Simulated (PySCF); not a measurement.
C2H6, charge +1, doublet, geometry from GFN2-xTB (a state made from the parent by changing its charge; the spin is typed, not shown lowest). Base run: DF-B3LYP/cc-pVDZ (PySCF).

Input for PySCF:
```python
from pyscf import gto, scf, dft

mol = gto.Mole()
mol.atom = '''
    C    -0.718749    0.136340   -0.025103
    C     0.718749   -0.136340    0.025103
    H    -1.256104   -0.586564   -0.677107
    H    -0.972354    1.161056   -0.292177
    H    -1.231874   -0.165888    0.913944
    H     0.972354   -1.161056    0.292177
    H     1.256104    0.586564    0.677107
    H     1.231874    0.165888   -0.913944
'''
mol.basis = 'cc-pvdz'
mol.charge = 1
mol.spin = 1
mol.verbose = 4
mol.build()

mf = dft.UKS(mol)
mf.xc = 'b3lyp'
mf = mf.density_fit(auxbasis='def2-universal-jkfit')
mf.kernel()
mf.analyze()
```

The base run was repeated with changes; each row names its change, and settings that it needs were set with it.

| change | basis functions | E (Eh) | HOMO (eV) |
|---|---|---|---|
| base | 58 | -79.40386 | -17.00 |
| basis = STO-3G | ___ | ___ | ___ |
| basis = 3-21G | 30 | -78.97220 | -17.07 |
| basis = 6-31G | 30 | ___ | ___ |
| basis = 6-31G* | 40 | -79.40177 | -17.05 |
| basis = 6-31+G* | 48 | -79.40231 | -17.07 |
| basis = 6-31G** | 58 | -79.41163 | -17.01 |
| basis = def2-SVPD | ___ | ___ | -17.07 |
| basis = 6-311+G(2d,p) | 90 | -79.42953 | -17.07 |
| basis = def2-TZVP | 98 | -79.43545 | -17.06 |
| basis = aug-pcseg-1 | 100 | -79.39050 | -17.06 |
| basis = pc-2 | ___ | ___ | -17.06 |
| basis = aug-cc-pVTZ | 230 | -79.43646 | -17.05 |

Problem. Some entries are withheld; supply them.

Solution. 
- basis = STO-3G, basis functions: 16
- basis = STO-3G, E (Eh): -78.47076
- basis = STO-3G, HOMO (eV): -17.02
- basis = 6-31G, E (Eh): -79.38517
- basis = 6-31G, HOMO (eV): -17.03
- basis = def2-SVPD, basis functions: 88
- basis = def2-SVPD, E (Eh): -79.34853
- basis = pc-2, basis functions: 144
- basis = pc-2, E (Eh): -79.44010

Totals compare only among sets that treat the same electrons; sets with core potentials leave the core out.

Open shells are given as the SCF converged; they aren't shown to be the lowest states, and a large step between rows can be another state.
